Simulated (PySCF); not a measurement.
Two-component Hartree-Fock for Rb³⁰⁺ (rubidium, charge +30)

Start: [He] 2s2 2p3; 2p1/2 filled at m_j = -1/2, +1/2; 2p3/2 filled at m_j = +3/2. Calculated with PySCF 2.14 in an even-tempered Gaussian basis (17 s from 11 bohr⁻², ratio 2.4; 12 p from 14 bohr⁻², ratio 2.4; 5 d from 52 bohr⁻², ratio 2.6; 4 f from 78 bohr⁻², ratio 2.6): generalised Hartree-Fock with the X2C-1e Hamiltonian and a Gaussian nucleus; one run each with spin-orbit coupling (SO) switched off, then screened by Boettger's factors.

```json
{"spinor shell": "1s1/2", "electrons": "2", "ε, spin-free (eV)": "-17269.8", "ε, screened SO (eV)": "-17265.9", "weight of nominal j (screened SO)": "1.000", "rms radius, screened SO (bohr)": "0.0462"}
{"spinor shell": "2s1/2", "electrons": "2", "ε, spin-free (eV)": "-3787.3", "ε, screened SO (eV)": "-3786.1", "weight of nominal j (screened SO)": "1.000", "rms radius, screened SO (bohr)": "0.183"}
{"spinor shell": "2p1/2", "electrons": "2", "ε, spin-free (eV)": "-3640.8", "ε, screened SO (eV)": "-3664.4", "weight of nominal j (screened SO)": "0.963", "rms radius, screened SO (bohr)": "0.158"}
{"spinor shell": "2p3/2", "electrons": "1", "ε, spin-free (eV)": "-3640.8", "ε, screened SO (eV)": "-3606.7", "weight of nominal j (screened SO)": "1.000", "rms radius, screened SO (bohr)": "0.161"}
```

| quantity | spin-free | screened SO |
| --- | --- | --- |
| E (hartree) | -2103.89977 | -2105.38066 |
| M_J | 3/2 | 3/2 |
| ⟨J²⟩ | 3.750 | 3.754 |
| ⟨L²⟩ | 0.000 | 1.589 |
| ⟨S²⟩ | 3.750 | 2.095 |

Each row is a mean over spinors that exchange with the open shell spreads, by up to 50.176 eV (2s1/2).

Breit and QED terms are absent; they matter most for the inner s and p1/2 levels.

Densities and radii are taken from the X2C orbitals without a picture-change correction, which distorts them close to the nucleus.

Without spin-orbit coupling the j labels of p, d and f shells carry no meaning; the spin-free column gives the mean over the occupied spinors of each nl shell.
